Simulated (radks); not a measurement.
Question: Excited configurations of B+: one electron is placed in a higher orbital outside [He] 2s1. The ground configuration is [He] 2s2. Method: non-relativistic Kohn-Sham, r2SCAN, spin-polarised, spherical densities, point nucleus; open shells are filled with parallel spins first; meta-GGA in the generalised Kohn-Sham scheme; computed with a radial shooting solver on a logarithmic mesh with Libxc functionals. Excitation = E - E(ground); binding = E(ion) - E, where the ion is the core of charge +2; n* = 2/sqrt(2 binding) in atomic units, and the quantum defect is n - n*.

| outer orbital | excitation (eV) | binding (eV) | n* | quantum defect | eigenvalue (eV) | <r> (bohr) |
|---|---|---|---|---|---|---|
| 2p | 4.089 | 20.171 | 1.643 | 0.357 | -14.574 | 1.806 |
| 4s | 19.676 | 4.585 | 3.445 | 0.555 | -3.723 | 9.028 |
| 4p | 20.213 | 4.047 | 3.667 | 0.333 | -3.251 | 9.823 |
| 4d | 20.601 | 3.659 | 3.857 | 0.143 | -2.792 | 9.780 |
| 4f | 20.891 | 3.369 | 4.019 | -0.019 | -2.428 | 9.097 |
| 5p | 21.724 | 2.536 | 4.632 | 0.368 | -2.056 | 16.04 |
| 7f | 23.094 | 1.166 | 6.832 | 0.168 | -0.942 | 33.32 |

Estimate the row for 7s.

Answer: excitation (eV) 22.920; binding (eV) 1.341; n* 6.372; quantum defect 0.628; eigenvalue (eV) -1.097; <r> (bohr) 31.06. The Delta-SCF ionisation energy is 24.260 eV (NIST Atomic Spectra Database: 25.155 eV, measured). Self-interaction in the functional shifts the binding energies and quantum defects, so they are the method's values and not measured ones.
